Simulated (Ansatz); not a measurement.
A made-up structure of GeH₃Se (charge -1), closed shell:

| atom | x (Å) | y (Å) | z (Å) |
| --- | --- | --- | --- |
| Ge1 | 0.0353 | 0.0027 | -0.0363 |
| Se2 | -1.5491 | -0.1201 | 1.5940 |
| H3 | 0.1904 | 1.4040 | -0.7217 |
| H4 | -0.1753 | -0.9602 | -1.2553 |
| H5 | -2.6052 | -0.7866 | 2.4430 |

It is relaxed with PBE-D4/def2-SVPD and then PBE0-D4/def2-TZVPD (Ansatz 0.2.0). Atoms count as bonded within 1.22 times the sum of their covalent radii (H–H: 0.88 Å). The end point is not checked to be a true minimum.

Problem. Does its bonding change? (Judge from chemistry; the calculation decides.)

Solution. Computed: No: no bond forms or breaks.

Where it ends: The first stage lowers the energy by 1.93 eV in 9 steps. It ends as GeH₃Se ([GeH2][SeH]), total charge -1:
| atom | x (Å) | y (Å) | z (Å) |
| --- | --- | --- | --- |
| Ge1 | 0.3577 | 0.0234 | 0.0247 |
| Se2 | -1.1151 | -0.3149 | 2.0457 |
| H3 | -0.5131 | 1.2220 | -0.5986 |
| H4 | -0.3772 | -1.0786 | -0.8859 |
| H5 | -2.4562 | -0.3121 | 1.4377 |

Labels in which every atom is bracketed show which atoms are joined, not bond orders.

For scale, one of the runs: PBE0-D4/def2-TZVPD relaxation, 138 basis functions, launched by `ansatz run in.yaml --threads 2 --pin off --events-out ev --progress --plain --max-ram 4352MiB`. Hardware: 2 CPU threads of an AMD EPYC 9R14, shared host. Wall time about 12 s.
